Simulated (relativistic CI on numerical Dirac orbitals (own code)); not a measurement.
Level scheme of W IV

These numbers are calculated, not measured: Dirac-Coulomb-Breit CI, KLI orbitals optimised for each configuration, model QED (radiative potential, 1s self-energy scaled to tabulated hydrogen-like ionisation energies), valence Slater integrals scaled by 0.85, configuration energies shifted to the measured levels that pair with them (semi-empirical) (own radial code, finite nucleus).

CI space (outside the closed core [Kr] 4d10 5s2): 4f¹⁴5p⁶5d³, 4f¹⁴5p⁶5d²6s, 4f¹⁴5p⁶5d²6p, 4f¹⁴5p⁶5d6s², 4f¹⁴5p⁶5d²5f, 4f¹⁴5p⁶5d6s6p, 4f¹⁴5p⁶5d²5g, 4f¹⁴5p⁶5d²6d, 4f¹⁴5p⁶5d²7s, 4f¹⁴5p⁶5d5f², 4f¹⁴5p⁶5d²7p, 4f¹⁴5p⁶5d6p², 4f¹⁴5p⁵5d⁴, 4f¹⁴5p⁶5d²7d, 4f¹⁴5p⁶5d6s7s, 4f¹⁴5p⁶5d²6f, 4f¹⁴5p⁶5d5g², 4f¹⁴5p⁶5d5f6s, 4f¹⁴5p⁶5d²7f, 4f¹³5p⁶5d⁴, 4f¹²5p⁶5d⁵, 4f¹⁴5p⁶5d5g6s, 4f¹⁴5p⁶5d6p7s, 4f¹⁴5p⁶5d5f6p, 4f¹³5p⁶5d³6s, 4f¹⁴5p⁴5d⁵, 4f¹⁴5p⁵5d³5f, 4f¹⁴5p⁵5d³5g. Levels of other configurations are missing.

| No. | Configuration | Term | J | E (cm⁻¹) | % | Landé g | jj configuration (%) |
| --- | --- | --- | --- | --- | --- | --- | --- |
| 41 | 5d²(3F)6p | ⁴F° | 5/2 | 94898.5 | 38 | 1.073 | 5d3/2 5d5/2 6p1/2 (94) |
| 42 | 5d²(3F)6p | ⁴F° | 5/2 | 98768.5 | 38 | 0.935 | 5d3/2^2 6p3/2 (56) |
| 43 | 5d²(3F)6p | ⁴G° | 9/2 | 99028.3 | 59 | 1.179 | 5d3/2 5d5/2 6p1/2 (44) |
| 44 | 5d²(3P)6p | ⁴D° | 1/2 | 99335.8 | 68 | 0.465 | 5d3/2^2 6p1/2 (52) |
| 45 | 5d²(3F)6p | ²D° | 3/2 | 100032.0 | 57 | 0.783 | 5d3/2^2 6p3/2 (61) |
| 46 | 5d²(3F)6p | ⁴F° | 7/2 | 100361.7 | 47 | 1.222 | 5d5/2^2 6p1/2 (41) |
| 47 | 5d²(3P)6p | ⁴D° | 3/2 | 100861.4 | 39 | 1.180 | 5d3/2 5d5/2 6p1/2 (53) |
| 48 | 5d²(3P)6p | ²S° | 1/2 | 101774.4 | 48 | 1.693 | 5d3/2 5d5/2 6p1/2 (69) |
| 49 | 5d²(3F)6p | ²F° | 7/2 | 102910.7 | 29 | 1.156 | 5d3/2^2 6p3/2 (45) |
| 50 | 5d²(3F)6p | ⁴D° | 5/2 | 103411.3 | 57 | 1.210 | 5d3/2 5d5/2 6p1/2 (49) |
| 51 | 5d²(3F)6p | ⁴D° | 1/2 | 103865.1 | 81 | 0.155 | 5d3/2^2 6p3/2 (49) |
| 52 | 5d²(3P)6p | ⁴D° | 3/2 | 104270.9 | 47 | 1.350 | 5d3/2 5d5/2 6p1/2 (72) |
| 53 | 5d²(3F)6p | ⁴G° | 9/2 | 104912.0 | 41 | 1.190 | 5d3/2 5d5/2 6p3/2 (82) |
| 54 | 5d²(3F)6p | ²F° | 5/2 | 106415.7 | 37 | 1.075 | 5d3/2 5d5/2 6p3/2 (59) |
| 55 | 5d²(3F)6p | ²G° | 7/2 | 106518.2 | 55 | 1.031 | 5d3/2 5d5/2 6p3/2 (74) |
| 56 | 5d²(3F)6p | ⁴G° | 11/2 | 108240.5 | 96 | 1.266 | 5d5/2^2 6p3/2 (62) |
| 57 | 5d²(3F)6p | ⁴D° | 3/2 | 108564.1 | 73 | 1.102 | 5d3/2 5d5/2 6p3/2 (68) |
| 58 | 5d²(1D)6p | ²F° | 7/2 | 108583.4 | 57 | 1.183 | 5d3/2 5d5/2 6p3/2 (43) |
| 59 | 5d²(3P)6p | ⁴S° | 3/2 | 109825.5 | 51 | 1.546 | 5d5/2^2 6p1/2 (67) |
| 60 | 5d²(1G)6p | ²H° | 9/2 | 110033.6 | 41 | 1.114 | 5d3/2 5d5/2 6p1/2 (33) |
| 61 | 5d²(1D)6p | ²F° | 5/2 | 110466.6 | 59 | 1.034 | 5d5/2^2 6p1/2 (52) |
| 62 | 5d²(1G)6p | ²G° | 7/2 | 111369.4 | 56 | 1.073 | 5d3/2 5d5/2 6p3/2 (39) |
| 63 | 5d²(1D)6p | ²P° | 1/2 | 112569.5 | 41 | 1.461 | 5d3/2 5d5/2 6p3/2 (82) |
| 64 | 5d²(3P)6p | ⁴D° | 5/2 | 113037.2 | 48 | 1.271 | 5d3/2 5d5/2 6p3/2 (54) |
| 65 | 5d²(3P)6p | ⁴P° | 3/2 | 113397.5 | 59 | 1.558 | 5d3/2^2 6p3/2 (38) |
| 66 | 5d²(1D)6p | ²D° | 5/2 | 114613.9 | 36 | 1.316 | 5d3/2 5d5/2 6p3/2 (77) |
| 67 | 5d²(3F)6p | ²G° | 9/2 | 114967.6 | 82 | 1.123 | 5d3/2 5d5/2 6p3/2 (36) |
| 68 | 5d²(3P)6p | ⁴D° | 7/2 | 115668.2 | 53 | 1.276 | 5d3/2 5d5/2 6p3/2 (67) |
| 69 | 5d²(1D)6p | ²P° | 3/2 | 115998.1 | 36 | 1.226 | 5d3/2 5d5/2 6p3/2 (57) |
| 70 | 5d²(1D)6p | ²P° | 1/2 | 117089.6 | 41 | 1.535 | 5d5/2^2 6p3/2 (47) |
| 71 | 5d²(1D)6p | ²D° | 5/2 | 118385.3 | 56 | 1.320 | 5d3/2 5d5/2 6p3/2 (50) |
| 72 | 5d²(3P)6p | ²D° | 3/2 | 118755.7 | 64 | 0.994 | 5d3/2 5d5/2 6p3/2 (58) |
| 73 | 5d²(1G)6p | ²G° | 9/2 | 119175.5 | 51 | 1.030 | 5d3/2 5d5/2 6p3/2 (59) |
| 74 | 5d²(1D)6p | ²F° | 7/2 | 120623.0 | 47 | 1.217 | 5d5/2^2 6p3/2 (91) |
| 75 | 5d²(3P)6p | ²P° | 1/2 | 121736.0 | 79 | 0.674 | 5d3/2 5d5/2 6p3/2 (44) |
| 76 | 5d²(1G)6p | ²H° | 11/2 | 122234.2 | 95 | 1.098 | 5d3/2 5d5/2 6p3/2 (62) |
| 77 | 5d²(3P)6p | ²D° | 5/2 | 122341.7 | 43 | 1.247 | 5d5/2^2 6p3/2 (50) |
| 78 | 5d²(1G)6p | ²F° | 7/2 | 123179.7 | 66 | 1.113 | 5d5/2^2 6p3/2 (44) |
| 79 | 5d²(3P)6p | ²P° | 3/2 | 125067.5 | 58 | 1.210 | 5d5/2^2 6p3/2 (64) |
| 80 | 5d²(1G)6p | ²F° | 5/2 | 126269.0 | 72 | 0.949 | 5d5/2^2 6p3/2 (53) |
| 81 | 4f¹⁴5p⁶5d6s6p‡ | ⁴F° | 3/2 | 127083.6 | 80 | 0.520 | 5d3/2 6s 6p1/2 (87) |
| 82 | 4f¹⁴5p⁶5d6s6p‡ | ⁴F° | 5/2 | 130802.5 | 73 | 1.072 | 5d3/2 6s 6p1/2 (57) |
| 83 | 4f¹⁴5p⁶5d6s6p‡ | ⁴D° | 1/2 | 131365.0 | 87 | 0.123 | 5d3/2 6s 6p1/2 (68) |
| 84 | 4f¹⁴5p⁶5d6s6p‡ | ⁴D° | 3/2 | 133075.3 | 70 | 1.192 | 5d3/2 6s 6p1/2 (58) |
| 85 | 5d²(1S)6p | ²P° | 1/2 | 134736.9 | 95 | 0.668 | 5d5/2^2 6p1/2 (69) |
| 86 | 4f¹⁴5p⁶5d6s6p‡ | ⁴D° | 5/2 | 137021.4 | 62 | 1.389 | 5d5/2 6s 6p1/2 (68) |
| 87 | 4f¹⁴5p⁶5d6s6p‡ | ⁴F° | 7/2 | 137150.5 | 76 | 1.274 | 5d5/2 6s 6p1/2 (62) |
| 88 | 4f¹⁴5p⁶5d6s6p‡ | ²D° | 5/2 | 140462.2 | 36 | 1.269 | 5d3/2 6s 6p3/2 (69) |
| 89 | 4f¹⁴5p⁶5d6s6p‡ | ⁴P° | 3/2 | 142344.7 | 41 | 1.293 | 5d3/2 6s 6p3/2 (53) |
| 90 | 4f¹⁴5p⁶5d6s6p‡ | ⁴D° | 7/2 | 142522.6 | 71 | 1.367 | 5d3/2 6s 6p3/2 (48) |
| 91 | 5d²(1S)6p | ²P° | 3/2 | 142997.6 | 69 | 1.409 | 5d5/2^2 6p3/2 (54) |
| 92 | 4f¹⁴5p⁶5d6s6p‡ | ⁴P° | 1/2 | 143387.4 | 93 | 2.519 | 5d3/2 6s 6p3/2 (95) |
| 93 | 4f¹⁴5p⁶5d6s6p‡ | ²D° | 3/2 | 143658.6 | 43 | 1.086 | 5d5/2 6s 6p1/2 (32) |
| 94 | 4f¹⁴5p⁶5d6s6p‡ | ⁴F° | 9/2 | 145899.1 | 99 | 1.334 | 5d5/2 6s 6p3/2 (99) |
| 95 | 4f¹⁴5p⁶5d6s6p‡ | ⁴P° | 5/2 | 146533.0 | 41 | 1.237 | 5d5/2 6s 6p1/2 (53) |
| 96 | 4f¹⁴5p⁶5d6s6p‡ | ²F° | 5/2 | 152574.9 | 50 | 1.082 | 5d5/2 6s 6p3/2 (70) |
| 97 | 4f¹⁴5p⁶5d6s6p‡ | ²F° | 7/2 | 154987.5 | 88 | 1.165 | 5d5/2 6s 6p3/2 (57) |
| 98 | 4f¹⁴5p⁶5d6s6p‡ | ²P° | 3/2 | 155405.2 | 60 | 1.268 | 5d5/2 6s 6p3/2 (73) |
| 99 | 4f¹⁴5p⁶5d6s6p‡ | ²P° | 1/2 | 159116.6 | 90 | 0.708 | 5d5/2 6s 6p3/2 (90) |
| 100 | 4f¹⁴5p⁶5d6s6p‡ | ²D° | 3/2 | 163641.6 | 78 | 0.859 | 5d3/2 6s 6p3/2 (64) |
| 101 | 5d²(3F)6d‡ | ⁴G | 5/2 | 164678.4 | 58 | 0.716 | 5d3/2^2 6d3/2 (87) |
| 102 | 4f¹⁴5p⁶5d6s6p‡ | ²F° | 5/2 | 164681.1 | 78 | 0.893 | 5d3/2 6s 6p3/2 (74) |
| 103 | 5d²(3F)6d‡ | ⁴H | 7/2 | 165226.8 | 76 | 0.729 | 5d3/2^2 6d3/2 (88) |
| 104 | 5d²(3F)6d‡ | ⁴D | 1/2 | 165615.7 | 49 | 0.387 | 5d3/2^2 6d3/2 (89) |
| 105 | 5d²(3F)6d‡ | ²F | 5/2 | 167583.2 | 30 | 0.954 | 5d3/2^2 6d5/2 (78) |
| 106 | 5d²(3F)6d‡ | ⁴G | 7/2 | 167774.8 | 66 | 1.001 | 5d3/2^2 6d5/2 (72) |
| 107 | 5d²(3F)6d‡ | ⁴D | 3/2 | 167999.8 | 52 | 0.984 | 5d3/2^2 6d5/2 (60) |
| 108 | 5d²(3F)6d‡ | ⁴H | 9/2 | 168108.5 | 63 | 0.999 | 5d3/2^2 6d5/2 (73) |
| 109 | 5d²(3F)7s‡ | ⁴F | 3/2 | 168130.9 | 68 | 0.639 | 5d3/2^2 7s (66) |
| 110 | 5d²(3F)6d‡ | ⁴P | 1/2 | 168672.9 | 60 | 1.913 | 5d3/2^2 6d5/2 (80) |

Energies count from the lowest computed level; ° marks odd parity. Percentages are summed over parent terms; the parents shown are those of the largest component, closed shells are left out there. Filled j subshells are mostly left out of the jj labels. ‡ marks configurations that were not tied to measured data.

The mean weight of the leading LS term, summed over parents, in these 70 levels is 60 %, and that of the leading jj configuration (from the same eigenvectors) 63 %.

Configurations whose levels could be paired with our table of measured levels were shifted onto them, all but the ground configuration, by the median error of their levels; single terms can still be off by 1,000 to 2,000 cm⁻¹ or more, and rates follow the energies as ν³ (E1, M1) or ν⁵ (E2). The others borrow a shift and can be off by several thousand cm⁻¹ or more. The fine structure of a lone outer electron comes out too small, for d and f at times inverted, and misplaced configurations move strength between like terms. 40 of the 69 excited levels that our extract of the measured tables holds in this range could be paired (the sources list more); they are missed by 487 cm⁻¹ on average and 2497 at most, after the shifts were fitted to these levels, and levels without a partner can miss by more. Some levels of the ground configuration have no partner and can miss by 10 % or more.

LS names give the leading component of a level, which can be under half, so a name can repeat, a term be missing and a line seem to break the LS rules.
